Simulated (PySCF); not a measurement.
H2Zn. Atoms are numbered in the order given.

```xyz
3

Zn     0.0000     0.0000     0.0000
H      0.0000     0.0000    -1.5458
H      0.0000     0.0000     1.5458
```

The structure is a stationary point at PBE-D3(BJ)/def2-TZVPD. The isomer is the one that the SMILES or the coordinates give; other isomers of the formula were not compared.

Calculation: PySCF 2.14.0 with TDDFT-PBE/def2-TZVPD.

Vertical excitations; the highest root listed may be one member of a degenerate set. The molecule is in vacuum. State labels are in the subgroup D2h.

Give excitation energies, oscillator strengths and character. (The exact figures need the calculation; the answer reports its results.)


```csv
state,symmetry,energy (eV),λ (nm),f,main pairs
S1,B2g,5.55,223,0.000,HOMO→LUMO+1 (degenerate set)
S2,B3g,5.55,223,0.000,HOMO→LUMO (degenerate set)
S3,Ag,7.58,164,0.000,HOMO→LUMO+3 98 %
S4,B3u,7.63,162,0.270,HOMO−1→LUMO+1 (degenerate set)
S5,B2u,7.63,162,0.270,HOMO−1→LUMO (degenerate set)
S6,B2g,8.10,153,0.000,HOMO→LUMO+5 (degenerate set)
S7,B3g,8.10,153,0.000,HOMO→LUMO+4 (degenerate set)
S8,B1u,8.22,151,0.317,HOMO→LUMO+6 97 %
S9,B1u,8.51,146,0.667,HOMO→LUMO+2 84 %
S10,Ag,9.13,136,0.000,HOMO−1→LUMO+2 95 %
T1,B2g,5.16,240,0,HOMO→LUMO+1 (degenerate set)
T2,B3g,5.16,240,0,HOMO→LUMO (degenerate set)
T3,B1u,6.09,203,0,HOMO→LUMO+2 99 %
T4,B3u,6.44,193,0,HOMO−1→LUMO+1 99 %
```
Triplets are in the Tamm–Dancoff approximation, which puts them higher than full response would, so one can lie above its singlet here.
